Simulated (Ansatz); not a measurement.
Consider the hydrogenolysis of the Al–C bond: `CC(C)[CH2][AlH2]` + H₂ → `[AlH3]` + `CC(C)C`.

Gas-phase electronic energies from Ansatz, PBE0-D4/def2-TZVP geometries. CCSD(T)/CBS adds triple-zeta CCSD(T) − MP2 to the extrapolated MP2 energy (def2 sets, frozen cores). This one scheme is used for every species. DFT in def2-TZVPP. B3LYP here is the variant with VWN-RPA as its local correlation; programs differ in this. Each species was taken in one conformer, which may not be the lowest.

CCSD(T)/CBS gives -0.30 eV.

(1) Another level gave -0.32 eV. Which?
A. PBE/def2-TZVPP
B. B3LYP/def2-TZVPP
C. B2PLYP/def2-TZVPP
D. r2SCAN-D4/def2-TZVPP

Largest T1 diagnostic among the species: 0.009.

Answers

(1) A. PBE -0.32, r2SCAN-D4 -0.28, B2PLYP -0.39, B3LYP -0.44 eV.

The D4 term adds +0.11 eV with B3LYP and +0.06 eV with PBE0; it sums over pairs of atoms, weighted by their polarisabilities, and B3LYP, whose exchange is more repulsive, gets the larger term. In def2-TZVPP, CCSD(T) changes the Hartree–Fock value by +0.32 eV (the triples alone add +0.06 eV) and MP2 by +0.38 eV. From PBE to PBE0 (25 % exact exchange), in def2-TZVPP and without D4, ΔE moves by −0.05 eV.
